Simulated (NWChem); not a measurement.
System: CH5BrGe; SMILES [CH3][GeH2][Br]

The following NWChem deck was run.

```
start job
memory heap 200 mb stack 900 mb global 1100 mb
geometry units angstroms
  Ge    -0.430563    -0.879455     0.303698
  C     -2.314267    -0.311203     0.319861
  Br     0.840852     0.894831    -0.348577
  H     -0.123877    -1.977085    -0.688914
  H      0.106844    -1.279520     1.658381
  H     -2.453811     0.518173     1.011318
  H     -2.961570    -1.128743     0.623896
  H     -2.619267     0.017930    -0.671991
end
basis spherical
  * library def2-svp
end
dft
  xc xpbe96 cpbe96
  disp vdw 4
  iterations 150
end
driver
  maxiter 120
end
task dft optimize
task dft freq
```

Excerpt of the output:

```
             Northwest Computational Chemistry Package (NWChem) 7.3.0
             --------------------------------------------------------

 CS  symmetry detected

                             Geometry "geometry" -> ""
                             -------------------------

 Output coordinates in angstroms (scale by  1.889725989 to convert to a.u.)

  No.       Tag          Charge          X              Y              Z
 ---- ---------------- ---------- -------------- -------------- --------------
    1 Ge                  32.0000     0.40595118    -0.86993549     0.00000000
    2 C                    6.0000    -1.28828009    -1.87048171     0.00000000
    3 Br                  35.0000    -0.08332770     1.35507142     0.00000000
    4 H                    1.0000     1.25583998    -1.09210365    -1.22979905
    5 H                    1.0000     1.25583998    -1.09210365     1.22979905
    6 H                    1.0000    -1.87575343    -1.62073194     0.88192232
    7 H                    1.0000    -1.10446070    -2.94100247     0.00000000
    8 H                    1.0000    -1.87575343    -1.62073194    -0.88192232

 Effective nuclear repulsion energy (a.u.)     425.9696014934

      Symmetry information
      --------------------

 Group name             Cs
 Group number              2
 Group order               2
 No. of unique centers     6

                                Z-matrix (autoz)
                                --------

 Units are Angstrom for bonds and degrees for angles

      Type          Name      I     J     K     L     M      Value
      ----------- --------  ----- ----- ----- ----- ----- ----------
    1 Stretch                  1     2                       1.96762
    2 Stretch                  1     3                       2.27817
    3 Stretch                  1     4                       1.51132
    4 Stretch                  1     5                       1.51132
    5 Stretch                  2     6                       1.08871
    6 Stretch                  2     7                       1.08619
    7 Stretch                  2     8                       1.08871
    8 Bend                     1     2     6               110.36382
    9 Bend                     1     2     7               110.82117
   10 Bend                     1     2     8               110.36382
   11 Bend                     2     1     3               108.16247
   12 Bend                     2     1     4               114.17117
   13 Bend                     2     1     5               114.17117
   14 Bend                     3     1     4               105.32821
   15 Bend                     3     1     5               105.32821
   16 Bend                     4     1     5               108.92345
   17 Bend                     6     2     7               108.50639
   18 Bend                     6     2     8               108.20410
   19 Bend                     7     2     8               108.50639
   20 Torsion                  3     1     2     6         -59.77612
   21 Torsion                  3     1     2     7         180.00000
   22 Torsion                  3     1     2     8          59.77612
   23 Torsion                  4     1     2     6        -176.65986
   24 Torsion                  4     1     2     7          63.11626
   25 Torsion                  4     1     2     8         -57.10762
   26 Torsion                  5     1     2     6          57.10762
   27 Torsion                  5     1     2     7         -63.11626
   28 Torsion                  5     1     2     8         176.65986

  pbe96 is a nonlocal functional; adding pw91lda local functional.

                           NWChem Geometry Optimization
                           ----------------------------

 maximum gradient threshold         (gmax) =   0.000450
 rms gradient threshold             (grms) =   0.000300
 maximum cartesian step threshold   (xmax) =   0.001800
 rms cartesian step threshold       (xrms) =   0.001200
 fixed trust radius                (trust) =   0.300000
 source of zmatrix                         =   autoz

          -------------------
          Energy Minimization
          -------------------

 Using diagonal initial Hessian
 Scaling for Hessian diagonals: bonds = 1.00  angles = 0.25  torsions = 0.10

          --------
          Step   0

                                 NWChem DFT Module
                                 -----------------

 Summary of "ao basis" -> "ao basis" (spherical)
 ------------------------------------------------------------------------------
       Tag                 Description            Shells   Functions and Types
 ---------------- ------------------------------  ------  ---------------------
 Ge                         def2-svp                12       32   5s4p3d
 C                          def2-svp                 6       14   3s2p1d
 Br                         def2-svp                12       32   5s4p3d
 H                          def2-svp                 3        5   2s1p

      Symmetry analysis of basis
      --------------------------

        a'         68
        a"         35

            General Information
            -------------------
          SCF calculation type: DFT
          Wavefunction type:  closed shell.
          No. of atoms     :     8
          No. of electrons :    78
           Alpha electrons :    39
            Beta electrons :    39
          Charge           :     0
          Spin multiplicity:     1
          Use of symmetry is: on ; symmetry adaption is: on
          Maximum number of iterations: 150
          AO basis - number of functions:   103
                     number of shells:    45
          Convergence on energy requested:  1.00D-06
          Convergence on density requested:  1.00D-05
          Convergence on gradient requested:  5.00D-04

              XC Information
              --------------
          PerdewBurkeErnzerhof Exchange Functional  1.000
            Perdew 1991 LDA Correlation Functional  1.000 local
           PerdewBurkeErnz. Correlation Functional  1.000 non-local

             Grid Information
             ----------------
          Grid used for XC integration:  medium
          Radial quadrature: Mura-Knowles
          Angular quadrature: Lebedev.
          Tag              B.-S. Rad. Rad. Pts. Rad. Cut. Ang. Pts.
          ---              ---------- --------- --------- ---------
          Ge                  1.25      112           8.0       590
          C                   0.70       49          10.0       434
          Br                  1.15      112          11.0       590
          H                   0.35       45          11.0       434
          Grid pruning is: on
          Number of quadrature shells:   408
          Spatial weights used:  Erf1

           DFT-D3BJ Model
          s6 scale factor  :        1.000000000000
          s8 scale factor  :        0.787500000000
          a1 parameter     :        0.428900000000
          a2 parameter     :        4.440700000000
              vdW contrib  :       -0.005850181028

      Superposition of Atomic Density Guess
      -------------------------------------

 Sum of atomic energies:       -4687.25050445

      Non-variational initial energy
      ------------------------------

 Total energy =   -4688.473591
 1-e energy   =   -7379.232549
 2-e energy   =    2264.789356
 HOMO         =      -0.358822
 LUMO         =       0.061624

      Symmetry analysis of molecular orbitals - initial
      -------------------------------------------------

  Numbering of irreducible representations:

     1 a'          2 a"

  Orbital symmetries:

     1 a'          2 a'          3 a'          4 a'          5 a"
     6 a'          7 a'          8 a"          9 a'         10 a'
    11 a'         12 a'         13 a'         14 a"         15 a'
    16 a'         17 a"         18 a'         19 a'         20 a'
    21 a'         22 a"         23 a"         24 a'         25 a'
    26 a"         27 a'         28 a'         29 a"         30 a'
    31 a'         32 a'         33 a"         34 a'         35 a'
    36 a"         37 a'         38 a"         39 a'         40 a'
    41 a'         42 a'         43 a"         44 a'         45 a'
    46 a"         47 a'         48 a"         49 a'

[...]

      ----------------------
      Optimization converged
      ----------------------

  Step       Energy      Delta E   Gmax     Grms     Xrms     Xmax
  ---- ---------------- -------- -------- -------- -------- --------
@    4   -4690.94953285 -2.1D-06  0.00015  0.00006  0.00074  0.00165
                                     ok       ok       ok       ok

                                Z-matrix (autoz)
                                --------

 Units are Angstrom for bonds and degrees for angles

      Type          Name      I     J     K     L     M      Value     Gradient
      ----------- --------  ----- ----- ----- ----- ----- ---------- ----------
    1 Stretch                  1     2                       1.95764    0.00015
    2 Stretch                  1     3                       2.33995   -0.00013
    3 Stretch                  1     4                       1.55199    0.00008
    4 Stretch                  1     5                       1.55199    0.00008
    5 Stretch                  2     6                       1.10644   -0.00006
    6 Stretch                  2     7                       1.10830   -0.00014
    7 Stretch                  2     8                       1.10644   -0.00006
    8 Bend                     1     2     6               109.89733    0.00004
    9 Bend                     1     2     7               109.66175   -0.00002
   10 Bend                     1     2     8               109.89733    0.00004
   11 Bend                     2     1     3               108.00735   -0.00002
   12 Bend                     2     1     4               112.36529    0.00002
   13 Bend                     2     1     5               112.36529    0.00002
   14 Bend                     3     1     4               106.57530    0.00001
   15 Bend                     3     1     5               106.57530    0.00001
   16 Bend                     4     1     5               110.57615   -0.00005
   17 Bend                     6     2     7               109.19405   -0.00001
   18 Bend                     6     2     8               108.97633   -0.00006
   19 Bend                     7     2     8               109.19405   -0.00001
   20 Torsion                  3     1     2     6         -59.95962    0.00001
   21 Torsion                  3     1     2     7         180.00000   -0.00000
   22 Torsion                  3     1     2     8          59.95962   -0.00001
   23 Torsion                  4     1     2     6        -177.22541   -0.00001
   24 Torsion                  4     1     2     7          62.73420   -0.00002
   25 Torsion                  4     1     2     8         -57.30618   -0.00002
   26 Torsion                  5     1     2     6          57.30618    0.00002
   27 Torsion                  5     1     2     7         -62.73420    0.00002
   28 Torsion                  5     1     2     8         177.22541    0.00001

                         Geometry "geometry" -> "geometry"
                         ---------------------------------

 Output coordinates in angstroms (scale by  1.889725989 to convert to a.u.)

  No.       Tag          Charge          X              Y              Z
 ---- ---------------- ---------- -------------- -------------- --------------
    1 Ge                  32.0000     0.40246823    -0.86720445     0.00000000
    2 C                    6.0000    -1.28158821    -1.86536619     0.00000000
    3 Br                  35.0000    -0.10990620     1.41596255     0.00000000
    4 H                    1.0000     1.24573739    -1.13171931    -1.27577625
    5 H                    1.0000     1.24573739    -1.13171931     1.27577625
    6 H                    1.0000    -1.87108184    -1.60932565     0.90063447
    7 H                    1.0000    -1.07022916    -2.95332140     0.00000000
    8 H                    1.0000    -1.87108184    -1.60932565    -0.90063447

 Effective nuclear repulsion energy (a.u.)     417.7162865120

      Symmetry information
      --------------------

 Group name             Cs
 Group number              2
 Group order               2
 No. of unique centers     6

                Final and change from initial internal coordinates
                --------------------------------------------------

                                Z-matrix (autoz)
                                --------

 Units are Angstrom for bonds and degrees for angles

[...]

 Rotational Constants
 --------------------
 A=   0.345526 cm-1  (  0.497124 K)
 B=   0.060813 cm-1  (  0.087495 K)
 C=   0.053320 cm-1  (  0.076714 K)

 Temperature                      =   298.15K
 frequency scaling parameter      =   1.0000

 Zero-Point correction to Energy  =   32.369 kcal/mol  (  0.051583 au)
 Thermal correction to Energy     =   35.877 kcal/mol  (  0.057174 au)
 Thermal correction to Enthalpy   =   36.469 kcal/mol  (  0.058118 au)

 Total Entropy                    =   78.106 cal/mol-K
   - Translational                =   41.297 cal/mol-K (mol. weight = 170.8775)
   - Rotational                   =   26.756 cal/mol-K (symmetry #  =        1)
   - Vibrational                  =   10.054 cal/mol-K

 Cv (constant volume heat capacity) =   18.129 cal/mol-K
   - Translational                  =    2.979 cal/mol-K
   - Rotational                     =    2.979 cal/mol-K
   - Vibrational                    =   12.170 cal/mol-K

[normal modes left out]

 ----------------------------------------------------------------------------
 Normal Eigenvalue ||           Projected Infra Red Intensities
  Mode   [cm**-1]  || [atomic units] [(debye/angs)**2] [(KM/mol)] [arbitrary]
 ------ ---------- || -------------- ----------------- ---------- -----------
    1        0.000 ||    0.000356           0.008         0.347       0.148
    2        0.000 ||    0.000382           0.009         0.372       0.159
    3        0.000 ||    0.000002           0.000         0.002       0.001
    4        0.000 ||    0.000051           0.001         0.049       0.021
    5        0.000 ||    0.000370           0.009         0.360       0.154
    6        0.000 ||    0.000539           0.012         0.525       0.225
    7      125.250 ||    0.000053           0.001         0.052       0.022
    8      140.233 ||    0.000764           0.018         0.745       0.318
    9      290.131 ||    0.024991           0.577        24.363      10.418
   10      428.722 ||    0.009117           0.210         8.887       3.800
   11      590.006 ||    0.020717           0.478        20.196       8.636
   12      591.805 ||    0.001206           0.028         1.176       0.503
   13      673.928 ||    0.051047           1.178        49.763      21.279
   14      815.497 ||    0.147260           3.397       143.557      61.387
   15      831.910 ||    0.033373           0.770        32.534      13.912
   16      843.703 ||    0.060958           1.406        59.424      25.411
   17     1204.003 ||    0.004587           0.106         4.472       1.912
   18     1376.622 ||    0.004918           0.113         4.794       2.050
   19     1385.268 ||    0.002826           0.065         2.755       1.178
   20     2073.586 ||    0.089972           2.076        87.709      37.506
   21     2085.180 ||    0.119310           2.753       116.309      49.736
   22     2989.471 ||    0.001720           0.040         1.676       0.717
   23     3097.527 ||    0.000841           0.019         0.820       0.351
   24     3110.446 ||    0.000374           0.009         0.365       0.156
 ----------------------------------------------------------------------------
```

Level: PBE-D3(BJ)/def2-SVP. This build's default masses of Se (78.918 u) and Br (79.917 u) are each other's, which moves their modes by up to 0.6 %.
